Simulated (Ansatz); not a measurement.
Gas-phase electronic energies from Ansatz, PBE0-D4/def2-TZVP geometries. CCSD(T)/CBS is the MP2 limit (def2-TZVPP, def2-QZVPP) plus CCSD(T) − MP2 in def2-TZVPP, frozen cores. Functionals use def2-TZVPP. B3LYP here is the variant with VWN-RPA as its local correlation; programs differ in this. Each species was taken in one conformer, which may not be the lowest.

Reaction (formal exchange of groups at a B–C bond): `N=CBCCF` + `NCS` → `N=CBN` + `FCCCS`

Problem. Is it downhill or uphill in electronic energy at CCSD(T)/CBS, and by how much? (Estimate.)

Solution. The calculation gave: Downhill: ΔE = -1.90 eV.

Problem. What do these levels give: revPBE-D4, B3LYP-D4, BLYP, r2SCAN, MP2/def2-TZVPP, CCSD/def2-TZVPP? (Estimate.)

Solution. Computed: revPBE-D4 -1.85, B3LYP-D4 -1.90, BLYP -1.88, r2SCAN -1.91, MP2/def2-TZVPP -1.95, CCSD/def2-TZVPP -1.90 eV.

Largest T1 diagnostic among the species: 0.013.

In def2-TZVPP, CCSD(T) changes the Hartree–Fock value by −0.06 eV (the triples alone add −0.01 eV) and MP2 by −0.10 eV. At CCSD(T), def2-SVP lies −0.12 eV from the extrapolated value and def2-TZVPP −0.00 eV. Leaving LDA and LC-ωPBE aside and taking each functional with its dispersion term where it has one, the values, not all of them listed here, spread over 0.07 eV, from CAM-B3LYP-D4 to revPBE-D4. LDA lies −0.09 eV from PBE without D4.
